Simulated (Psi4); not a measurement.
Psi4 input (wB97X-D/6-311+G**):

```
memory 1500 MB

molecule {
-1 1
C    -1.79371400    0.44296300    0.32404900
O    -0.44765300    0.48401800    0.70021900
B     0.48546800   -0.17344200   -0.17651700
O     0.20700400   -0.79718800   -1.27464700
O     1.79974100   -0.01541600    0.38635900
H    -2.19165700    1.46205100    0.19464100
H    -1.91526400   -0.10670200   -0.61531700
H    -2.39971900   -0.04547300    1.10368400
H     2.36885100   -0.47176100   -0.24016800
symmetry c1
no_reorient
no_com
}

set {
  basis 6-311+G**
  reference rks
  scf_type df
  df_basis_scf def2-universal-jkfit
  dft_radial_points 99
  dft_spherical_points 590
  e_convergence 1e-8
  d_convergence 1e-7
  maxiter 150
}

e = energy('wb97x-d')
print_out(f'\nFINAL {e:.10f} DIPOLE {variable("CURRENT DIPOLE")[0]:.6f} {variable("CURRENT DIPOLE")[1]:.6f} {variable("CURRENT DIPOLE")[2]:.6f}\n')
```

From the output:

```
    One-Electron Energy =                -734.0936471641797425
    Two-Electron Energy =                 304.0991913089956142
    DFT Exchange-Correlation Energy =     -25.7485267850537518
    Empirical Dispersion Energy =          -0.0020092287828784
    VV10 Nonlocal Energy =                  0.0000000000000000
    Total Energy =                       -291.2036722985695860

Computation Completed

Properties will be evaluated at   0.000000,   0.000000,   0.000000 [a0]

Properties computed using the SCF density matrix

 Multipole Moments:

 ------------------------------------------------------------------------------------
     Multipole            Electronic (a.u.)      Nuclear  (a.u.)        Total (a.u.)
 ------------------------------------------------------------------------------------

 L = 1.  Multiply by 2.5417464519 to convert [e a0] to [Debye]
 Dipole X            :         -0.6350862            0.0000057           -0.6350805
 Dipole Y            :          0.4438613           -0.0000094            0.4438519
 Dipole Z            :          0.5907155           -0.0000057            0.5907098
 Magnitude           :                                                    0.9743048

 ------------------------------------------------------------------------------------

FINAL -291.2036722986 DIPOLE -0.635081 0.443852 0.590710

*** Psi4 exiting successfully. Buy a developer a beer!
```

The dipole moment of an ion depends on the origin.

The geometry given is a B3LYP-D3(BJ)/def2-TZVP minimum.
